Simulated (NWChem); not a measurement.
Total energies of HGe

```xyz
2

Ge     0.0000     0.0000     0.0486
H      0.0000     0.0000    -1.5556
```
Charge 0, spin multiplicity 2.

Program: NWChem. All single points use one geometry, from UPBE0/def2-SVP, a minimum by its harmonic frequencies.

Basis set: def2-QZVP (105 functions).

```tsv
method	total energy (Ha)	relative cost
UHF	-2075.93624	1
UMP2	-2076.20090	under 3
UB2PLYP	-2077.21833	3
UPBE	-2077.25680	under 3
UB3LYP	-2077.62534	under 3
UBLYP	-2077.63954	under 3
```

Total energies of different functionals aren't comparable as a measure of quality: only differences taken within one method are. The cost column gives rough processor time relative to UHF; each entry includes its own SCF.

The Hamiltonian is non-relativistic. The correlated methods keep 9 core orbitals frozen. B3LYP has NWChem's definition, with VWN1-RPA local correlation. This spin state was chosen for the runs; another may lie lower. The structure started from a generated list of species. The unpaired electrons of the parent sit in orbitals of symmetry b1 (C2v labels of the run); other states weren't searched. The stability of the SCF solutions was not checked. Open-shell Hartree-Fock references start from PBE0 orbitals; any time given for them includes that run.
